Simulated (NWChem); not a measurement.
System: C2H5ClSe; SMILES [Se](CC)Cl

Here is an NWChem input.

```
start job
memory heap 200 mb stack 900 mb global 1100 mb
geometry units angstroms noautoz
  Se    -0.814821     0.141286    -0.043143
  Cl     0.911849     1.490810     0.044248
  C      0.092775    -1.470657     0.566032
  C      1.169447    -1.980962    -0.366595
  H     -0.743360    -2.184825     0.669449
  H      0.474379    -1.266162     1.577228
  H      1.955030    -1.222896    -0.501857
  H      0.760021    -2.228804    -1.356833
  H      1.639720    -2.885451     0.051844
end
basis spherical
  Se library 6-31g*
  Cl library 6-31g*
  C library 6-31g*
  H library 6-31g*
end
dft
  xc xpbe96 cpbe96
  iterations 150
  mulliken
end
task dft energy
```

The geometry was optimised at PBE0/def2-SVP.

**Question.** Predict the main results of this run. (PBE/6-31G* (spherical d).) Quantities: basis functions; energy (Ha); highest occupied level (eV); orbital gap (eV); dipole (D).

**Answer.** 
| Property | Result |
|---|---|
| number of basis functions | 88 |
| energy (Ha) | -2940.00 |
| highest occupied level (eV) | -5.24 |
| orbital gap (eV) | 2.33 |
| dipole (D) | 2.59 |
